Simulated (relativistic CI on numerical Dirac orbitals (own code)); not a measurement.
**Transition arrays of Cu9+**

Method of calculation: Dirac-Coulomb-Breit CI, orbitals from a KLI potential per configuration, a model potential for QED, valence Slater integrals scaled by 0.9, whole transition arrays (own radial code, finite nucleus).

Configurations in the expansion (outside the closed core [Ne] 3s2): 3p6 3d2, 3p6 3d 4f, 3p5 3d3, 3p6 3d 4p, 3p6 3d 5f. Levels of other configurations are missing.

All E1 lines from the levels of 3p6 3d2; mean and standard deviation are weighted by gf, and upper levels are sorted by their leading configuration.

| Upper configuration | Lines | Σgf | Mean (eV) | Mean (nm) | σ (eV) | Strongest line (nm) |
| --- | --- | --- | --- | --- | --- | --- |
| 3p6 3d 4f | 81 | 56.5 | 141.83 | 8.742 | 1.93 | 8.794 |
| 3p5 3d3 | 466 | 118.3 | 88.99 | 13.933 | 5.73 | 13.401 |
| 3p6 3d 4p | 60 | 2.5 | 97.01 | 12.781 | 3.65 | 13.790 |
| 3p6 3d 5f | 81 | 25.2 | 173.06 | 7.164 | 2.06 | 7.217 |

Σgf per state of the lower configuration in bins of 0.2 nm over the central range (centre: value): 7.1: 0.30, 7.3: 0.25, 7.5: 0.01, 8.5: 0.01, 8.7: 0.90, 8.9: 0.29, 9.1: 0.04, 9.3: 0.03, 12.3: 0.01, 12.5: 0.01, 12.7: 0.07, 12.9: 0.16, 13.1: 0.34, 13.3: 0.21, 13.5: 0.40, 13.7: 0.46, 13.9: 0.06, 14.1: 0.02, 14.3: 0.16, 14.5: 0.20, 14.7: 0.11, 14.9: 0.06, 15.3: 0.28.

(1) How do configuration mixing and the scaling of the Slater integrals move the arrays?

## Answers

(1) Slater scale 0.9, no configuration mixing: 3p6 3d 4f 141.5 ± 1.8 eV (Σgf 46.2), 3p5 3d3 89.1 ± 5.8 eV (Σgf 125.6), 3p6 3d 4p 99.5 ± 1.7 eV (Σgf 5.8), 3p6 3d 5f 172.9 ± 2.0 eV (Σgf 18.3); Slater scale 1: 3p6 3d 4f 142.0 ± 2.1 eV (Σgf 58.1), 3p5 3d3 90.7 ± 6.3 eV (Σgf 117.6), 3p6 3d 4p 98.0 ± 3.4 eV (Σgf 4.2), 3p6 3d 5f 173.1 ± 2.3 eV (Σgf 26.0); Slater scale 0.8: 3p6 3d 4f 141.7 ± 1.7 eV (Σgf 55.0), 3p5 3d3 87.2 ± 5.2 eV (Σgf 117.7), 3p6 3d 4p 99.0 ± 2.2 eV (Σgf 2.2), 3p6 3d 5f 173.0 ± 1.8 eV (Σgf 24.5). With mixing, levels are counted to their leading configuration, so an array can shrink or vanish into another, and the sums then hold other lines.
